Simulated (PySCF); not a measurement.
Compound: C₃H₆BrNSi.
Cartesian coordinates in Å at the PBE0-D3(BJ)/def2-SVP level; atoms count from 1:
```xyz
12
C3H6BrNSi angstrom
C      0.4098    1.0261   -0.3409
C      0.1565   -0.0849    0.3740
C     -1.2205   -0.6185    0.4265
N     -1.6654   -1.5907    1.1112
Si     1.5762   -0.9518    1.2406
Br     1.2622   -0.9493    3.4517
H      1.4090    1.4667   -0.4078
H     -0.3900    1.5398   -0.8888
H     -1.9429   -0.0877   -0.2210
H     -0.9336   -2.0110    1.6966
H      2.8366   -0.2196    0.9423
H      1.6763   -2.3792    0.8259
```

Level of theory: PBE0-D3(BJ)/def2-SVP geometry optimisation, gas phase in PySCF 2.14.0.

Take the most abundant isotopes and a rigid rotor. The values belong to one conformer with, in the numbering `[H]/[N:4]=[CH:3]\[C:2](=[CH2:1])[SiH2:5][Br:6]`, C1–C2–C3–N4 -175°, C1–C2–Si5–Br6 118°.

(1) What are A, B and C (MHz)?

(2) What kind of rotor is it?

(3) What does the inertial defect say?

(4) Give the other two planar moments, Paa and Pbb, and the rms extents of the mass along the axes.

(5) Where do the levels up to J = 5 lie, in MHz?

(6) Which types of transition are allowed, and where do some lines up to J = 5 fall?

(7) Estimate the classical rotational partition function at 10 K, 100 K and 200 K.

Answers

(1) Ia = 169.45, Ib = 471.46, Ic = 570.66 u·Å²; 505379 MHz·u·Å²/I gives A = 2983, B = 1072, C = 885.6 MHz.

(2) An asymmetric top; Ray's κ = -0.822.

(3) Not planar: Δ = Ic − Ia − Ib = -70.25 u·Å². For a rigid frame Δ = −2 Σ m c², so Σ m c² = 35.13 u·Å² lies off the ab plane: 8.12 from hydrogen and 27.01 from heavier atoms. The atom farthest from that plane is 2.19 Å away.

(4) Paa = Σ m a² = (Ib + Ic − Ia)/2 = 436.34 and Pbb = Σ m b² = (Ia + Ic − Ib)/2 = 134.32 u·Å². With the mass M = 162.95 u, the rms extents √(P/M) along a, b and c are 1.64, 0.91, 0.46 Å.

(5) Above 0(0,0):
J = 1: 1(0,1) 1958, 1(1,1) 3868, 1(1,0) 4054
J = 2: 2(0,2) 5860, 2(1,2) 7597, 2(1,1) 8156, 2(2,1) 13888, 2(2,0) 13901
J = 3: 3(0,3) 11681, 3(1,3) 13182, 3(1,2) 14300, 3(2,2) 19760, 3(2,1) 19825, 3(3,1) 29787, 3(3,0) 29787
J = 4: 4(0,4) 19385, 4(1,4) 20615, 4(1,3) 22475, 4(2,3) 27580, 4(2,2) 27771, 4(3,2) 37641, 4(3,1) 37645, 4(4,1) 51645, 4(4,0) 51645
J = 5: 5(0,5) 28930, 5(1,5) 29886, 5(1,4) 32665, 5(2,4) 37339, 5(2,3) 37772, 5(3,3) 47468, 5(3,2) 47484, 5(4,2) 61462, 5(4,1) 61462, 5(5,1) 79469, 5(5,0) 79469
Those of J = 1 are B + C, A + C and A + B.

(6) The dipole components are |μa| = 1.18 D, |μb| = 2.96 D, |μc| = 0.00 D. The squared components, which scale the intensities, stand as 0.16 : 1.00 : 0.00 (a : b : c). Some lines, for components of 0.1 D or more:

| type | branch | J(Ka,Kc) | MHz | lower level (cm⁻¹) |
| --- | --- | --- | --- | --- |
| a | Q | 4(1,3) ← 4(1,4) | 1859 | 0.688 |
| b | Q | 1(1,0) ← 1(0,1) | 2097 | 0.065 |
| b | Q | 2(1,1) ← 2(0,2) | 2296 | 0.195 |
| b | Q | 4(1,3) ← 4(0,4) | 3090 | 0.647 |
| a | R | 3(2,2) ← 2(2,1) | 5873 | 0.463 |
| a | R | 3(1,2) ← 2(1,1) | 6144 | 0.272 |
| b | Q | 4(2,3) ← 4(1,4) | 6965 | 0.688 |
| b | Q | 5(2,4) ← 5(1,5) | 7453 | 0.997 |
| a | R | 4(2,2) ← 3(2,1) | 7946 | 0.661 |
| b | R | 5(0,5) ← 4(1,4) | 8315 | 0.688 |
| b | R | 4(1,4) ← 3(0,3) | 8935 | 0.390 |
| a | R | 5(1,5) ← 4(1,4) | 9271 | 0.688 |
| a | R | 5(2,4) ← 4(2,3) | 9759 | 0.920 |
| a | R | 5(4,2) ← 4(4,1) | 9817 | 1.723 |
| a | R | 5(4,1) ← 4(4,0) | 9817 | 1.723 |
| a | R | 5(3,2) ← 4(3,1) | 9838 | 1.256 |
| b | Q | 3(3,0) ← 3(2,1) | 9963 | 0.661 |
| a | R | 5(2,3) ← 4(2,2) | 10001 | 0.926 |
| b | Q | 4(3,2) ← 4(2,3) | 10061 | 0.920 |
| b | R | 5(1,5) ← 4(0,4) | 10501 | 0.647 |
| b | Q | 4(4,1) ← 4(3,2) | 14004 | 1.256 |
| b | R | 4(2,2) ← 3(1,3) | 14589 | 0.440 |
| b | R | 5(2,4) ← 4(1,3) | 14865 | 0.750 |
| b | R | 5(2,3) ← 4(1,4) | 17157 | 0.688 |

(7) Point group C1, symmetry number σ = 1; q = (√π/σ)·√((kT/h)³/(ABC)), k/h = 20836.6 MHz/K: 3170 at 10 K, 100000 at 100 K, 283000 at 200 K.

Whether it is a minimum is left open (no frequencies). Zero-point vibration and centrifugal distortion are left out. Quadrupole hyperfine structure (14N, 79Br) is left out.

On an Arm Neoverse N1 with one thread, no GPU (shared host), this took 90 s and 0.61 GiB of memory at its peak. These figures are those of the optimisation.
